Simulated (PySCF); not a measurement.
## Chromium: a sound run and one with changed settings

Sound run: Cr⁺ [Ar] 3d5, Cr²⁺ [Ar] 3d4. Computed with PySCF 2.14 in jorge-DZP-DKH (8s6p2d1f, 43 functions), with scalar relativity by spin-free X2C-1e. In the sound run the correlated levels freeze [Ar]. The sound run starts from symmetry-adapted Hartree-Fock orbitals and uses a fine grid where one is needed.

A second run was set up differently.

```tsv
species	method	sound run (hartree)	changed run (hartree)	converged
Cr⁺	MP2	-1049.43971	-1049.78540	yes
Cr²⁺	MP2	-1048.85933	-1049.18808	yes
```

Ionisation energy of Cr⁺:

| method | sound run (eV) | changed run (eV) |
| --- | --- | --- |
| UHF | 15.062 | 15.062 |
| MP2 | 15.793 | 16.254 |
| SCS-MP2 | 15.305 | 15.725 |

Task: What was changed?
A. too few SCF iterations
B. level shift left on
C. minimal basis
D. all electrons correlated in a valence basis

Result: D. A valence basis has no tight correlating functions, so it recovers only part of the core correlation, and not evenly between atom and ion.
